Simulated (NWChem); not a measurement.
Program: NWChem. System: ClCu, charge 0, spin multiplicity 1, at a geometry optimised with PBE/def2-SVP. The structure started from a generated list of species. Level: CCSD(T)/def2-TZVP, 14 core orbitals frozen.

Output (cleaned and shortened):

```
             Northwest Computational Chemistry Package (NWChem) 7.3.0
             --------------------------------------------------------

                                NWChem Input Module
                                -------------------

 Scaling coordinates for geometry "geometry" by  1.889725989
 (inverse scale =  0.529177249)

 Turning off AUTOSYM since
 SYMMETRY directive was detected!

                             Geometry "geometry" -> ""
                             -------------------------

 Output coordinates in angstroms (scale by  1.889725989 to convert to a.u.)

  No.       Tag          Charge          X              Y              Z
 ---- ---------------- ---------- -------------- -------------- --------------
    1 Cu                  29.0000     0.00000000     0.00000000    -0.76651500
    2 Cl                  17.0000     0.00000000     0.00000000     1.30758500

 Effective nuclear repulsion energy (a.u.)     125.7819698939

            Nuclear Dipole moment (a.u.)
            ----------------------------
        X                 Y               Z
 ---------------- ---------------- ----------------
     0.0000000000     0.0000000000     0.0000188973

      Symmetry information
      --------------------

 Group name             C2v
 Group number             16
 Group order               4
 No. of unique centers     2

      Symmetry unique atoms

     1    2


 Summary of "ao basis" -> "" (spherical)
 ------------------------------------------------------------------------------
       Tag                 Description            Shells   Functions and Types
 ---------------- ------------------------------  ------  ---------------------
 *                         def2-tzvp                  on all atoms

 Summary of "ao basis" -> "ao basis" (spherical)
 ------------------------------------------------------------------------------
       Tag                 Description            Shells   Functions and Types
 ---------------- ------------------------------  ------  ---------------------
 Cu                        def2-tzvp                15       45   6s4p4d1f
 Cl                        def2-tzvp                13       37   5s5p2d1f

                                 NWChem SCF Module
                                 -----------------

  ao basis        = "ao basis"
  functions       =    82
  atoms           =     2
  closed shells   =    23
  open shells     =     0
  charge          =   0.00
  wavefunction    = RHF
  use symmetry    = T
  symmetry adapt  = T

 Summary of "ao basis" -> "ao basis" (spherical)
 ------------------------------------------------------------------------------
       Tag                 Description            Shells   Functions and Types
 ---------------- ------------------------------  ------  ---------------------
 Cu                        def2-tzvp                15       45   6s4p4d1f
 Cl                        def2-tzvp                13       37   5s5p2d1f

      Symmetry analysis of basis
      --------------------------

        a1         36
        a2          8
        b1         19
        b2         19

 Forming initial guess at       0.0s

      Superposition of Atomic Density Guess
      -------------------------------------

 Sum of atomic energies:       -2098.39564362

      Non-variational initial energy
      ------------------------------

 Total energy =   -2098.173885
 1-e energy   =   -3169.200071
 2-e energy   =     945.244215
 HOMO         =      -0.447954
 LUMO         =      -0.168806

      Symmetry analysis of molecular orbitals - initial
      -------------------------------------------------

 !! scf_movecs_sym_adapt:   54 vectors were symmetry contaminated

  Symmetry fudging

 !! scf_movecs_sym_adapt:   54 vectors were symmetry contaminated

  Numbering of irreducible representations:

     1 a1          2 a2          3 b1          4 b2

  Orbital symmetries:

     1 a1          2 a1          3 a1          4 a1          5 b2
     6 b1          7 a1          8 a1          9 b1         10 b2
    11 a1         12 a1         13 b2         14 b1         15 a1
    16 a1         17 b1         18 b2         19 a1         20 a2
    21 a1         22 b2         23 b1         24 a1         25 a1
[...]
              MO Center=  3.8D-14,  3.1D-15, -1.4D+00, r^2= 5.2D+00
   Bfn.  Coefficient  Atom+Function         Bfn.  Coefficient  Atom+Function
  ----- ------------  ---------------      ----- ------------  ---------------
     6      1.046531  1 Cu s                 50     -0.361646  2 Cl s
    18     -0.226182  1 Cu pz

 Vector   25  Occ=0.000000D+00  E= 1.920952D-01  Symmetry=a1
              MO Center= -4.0D-15,  7.0D-16, -1.1D+00, r^2= 6.2D+00
   Bfn.  Coefficient  Atom+Function         Bfn.  Coefficient  Atom+Function
  ----- ------------  ---------------      ----- ------------  ---------------
     5      1.637383  1 Cu s                  6     -1.364326  1 Cu s
    36      0.486460  1 Cu d  0              18     -0.368431  1 Cu pz
     4     -0.284574  1 Cu s

 Vector   26  Occ=0.000000D+00  E= 1.989522D-01  Symmetry=b1
              MO Center= -2.5D-14,  3.8D-29, -1.5D+00, r^2= 3.4D+00
   Bfn.  Coefficient  Atom+Function         Bfn.  Coefficient  Atom+Function
  ----- ------------  ---------------      ----- ------------  ---------------
    37      0.768915  1 Cu d  1              16      0.734558  1 Cu px
    63      0.332212  2 Cl px                60     -0.171241  2 Cl px

 center of mass
 --------------
 x =   0.00000000 y =   0.00000000 z =  -0.04848675

 moments of inertia (a.u.)
 ------------------
         345.317074678522           0.000000000000           0.000000000000
           0.000000000000         345.317074678522           0.000000000000
           0.000000000000           0.000000000000           0.000000000000

  Mulliken analysis of the total density
  --------------------------------------

    Atom       Charge   Shell Charges
 -----------   ------   -------------------------------------------------------
    1 Cu  29    28.38   2.00  2.00  1.19  0.80  0.25  0.01  5.99  4.77  1.24  0.16  5.53  3.26  1.13  0.05  0.00
    2 Cl  17    17.62   2.01  0.45  1.52  1.06  0.92  4.18  1.69  1.08  2.84  1.86  0.00  0.01  0.00

       Multipole analysis of the density wrt the origin
       ------------------------------------------------

     L   x y z        total         open         nuclear
     -   - - -        -----         ----         -------
     0   0 0 0     -0.000000      0.000000     46.000000

     1   1 0 0      0.000000      0.000000      0.000000
     1   0 1 0      0.000000      0.000000      0.000000
     1   0 0 1     -2.565955      0.000000      0.000019

     2   2 0 0    -18.314506      0.000000      0.000000
     2   1 1 0     -0.000000      0.000000      0.000000
     2   1 0 1      0.000000      0.000000      0.000000
     2   0 2 0    -18.314506      0.000000      0.000000
     2   0 1 1      0.000000      0.000000      0.000000
     2   0 0 2    -17.972894      0.000000    164.644089

                   NWChem Extensible Many-Electron Theory Module
                   ---------------------------------------------


            General Information
            -------------------
      Number of processors :     1
         Wavefunction type : Restricted Hartree-Fock
          No. of electrons :    46
           Alpha electrons :    23
            Beta electrons :    23
           No. of orbitals :   164
            Alpha orbitals :    82
             Beta orbitals :    82
        Alpha frozen cores :    14
         Beta frozen cores :    14
     Alpha frozen virtuals :     0
      Beta frozen virtuals :     0
         Spin multiplicity : singlet
    Number of AO functions :    82
       Number of AO shells :    28
        Use of symmetry is : on
      Symmetry adaption is : on
         Schwarz screening : 0.10D-09

          Correlation Information
          -----------------------
          Calculation type : Coupled-cluster singles & doubles w/ perturbation
   Perturbative correction : (T)
            Max iterations :      100
        Residual threshold : 0.10D-05
     T(0) DIIS level shift : 0.00D+00
     L(0) DIIS level shift : 0.00D+00
     T(1) DIIS level shift : 0.00D+00
     L(1) DIIS level shift : 0.00D+00
     T(R) DIIS level shift : 0.00D+00
     T(I) DIIS level shift : 0.00D+00
   CC-T/L Amplitude update :  5-th order DIIS
                I/O scheme : Global Array Library
        L-threshold :  0.10D-05
        EOM-threshold :  0.10D-05
 no EOMCCSD initial starts read in
 TCE RESTART OPTIONS
 SLICE:      F
 D4D5:       F
 quantumc:   F
 qrotation:  F
 pwtce:      F
 qducc:      F
 nacto:                         0
 nrotv:                         0
 nrot:                          0

            Memory Information
            ------------------
          Available GA space size is     249030076 doubles
          Available MA space size is     104843684 doubles

 Maximum block size supplied by input
 Maximum block size        24 doubles

 tile_dim =     24

 -------------------------------------------------

 Global array virtual files algorithm will be used

 Parallel file system coherency ......... OK

 4-electron integrals stored in orbital form

 v2    file size   =          1542442
 4-index algorithm nr.  13 is used
 imaxsize =       30
 imaxsize ichop =        0


CCSD iterations
 ---------------------------------------------------------
 Iter          Residuum       Correlation     Cpu    Wall
 ---------------------------------------------------------
    1   0.2992045432032  -0.6030518949732     0.2     0.2
    2   0.0853024424040  -0.5439149759697     0.2     0.2
    3   0.0425466481559  -0.5713845407799     0.2     0.2
    4   0.0290112256620  -0.5612076073469     0.2     0.2
    5   0.0201126007516  -0.5681647676531     0.2     0.2
    6   0.0044883809981  -0.5658421862012     0.2     0.2
    7   0.0041297645664  -0.5657475263674     0.2     0.2
    8   0.0027569814694  -0.5658814553570     0.2     0.2
    9   0.0027918842173  -0.5658336969450     0.2     0.2
   10   0.0019014888484  -0.5659587218394     0.2     0.2
   11   0.0004580960380  -0.5661598661858     0.2     0.2
   12   0.0002843142812  -0.5660932650758     0.2     0.2
   13   0.0001599992400  -0.5660975394627     0.2     0.2
   14   0.0001363311737  -0.5660870739524     0.2     0.2
   15   0.0000814801861  -0.5660905159756     0.2     0.2
   16   0.0000490224255  -0.5660890741383     0.2     0.2
   17   0.0000506229061  -0.5660862205849     0.2     0.2
   18   0.0000305934494  -0.5660887593232     0.2     0.2
   19   0.0000342057362  -0.5660876934236     0.2     0.2
   20   0.0000210579245  -0.5660894447310     0.2     0.2
   21   0.0000048390444  -0.5660915682512     0.2     0.2
   22   0.0000029427803  -0.5660906985670     0.2     0.2
   23   0.0000017705438  -0.5660909153270     0.2     0.2
   24   0.0000014481094  -0.5660907009648     0.2     0.2
   25   0.0000009311045  -0.5660908147446     0.2     0.2
 -----------------------------------------------------------------
 Iterations converged
 CCSD correlation energy / hartree =        -0.566090814744593
 CCSD total energy / hartree       =     -2099.057875643993157

 Singles contributions

 Doubles contributions
 CCSD(T)
 Using plain CCSD(T) code
             total no. of tasks          500
 total no. of tasks / no. procs          500
                         wl_min          343           2.6
                         wl_max       884736           9.8
        thresh for no. of tasks          500

 CCSD[T]  correction energy / hartree =        -0.025855050900835
 CCSD[T] correlation energy / hartree =        -0.591945865645428
 CCSD[T] total energy / hartree       =     -2099.083730694893802
 CCSD(T)  correction energy / hartree =        -0.020530708019135
 CCSD(T) correlation energy / hartree =        -0.586621522763727
 CCSD(T) total energy / hartree       =     -2099.078406352012280

 Task  times  cpu:       12.6s     wall:       12.6s

 Total times  cpu:       12.6s     wall:       12.6s
```

Task: Write an NWChem input that would produce this output.

Result: This is not unique; one that fits is 
```
start mol
memory heap 100 mb stack 700 mb global 1900 mb
geometry units angstroms nocenter noautoz
  Cu     0.000000     0.000000    -0.766515
  Cl     0.000000     0.000000     1.307585
  symmetry group C2v
end
basis spherical
  * library def2-tzvp
end
scf
  rhf
  nopen 0
  maxiter 100
  thresh 1e-7
  semidirect memsize 60000000 filesize 0
end
tce
  freeze core 14
  ccsd(t)
  2eorb
  2emet 13
  thresh 1e-6
  maxiter 100
  tilesize 24
end
task tce energy
```
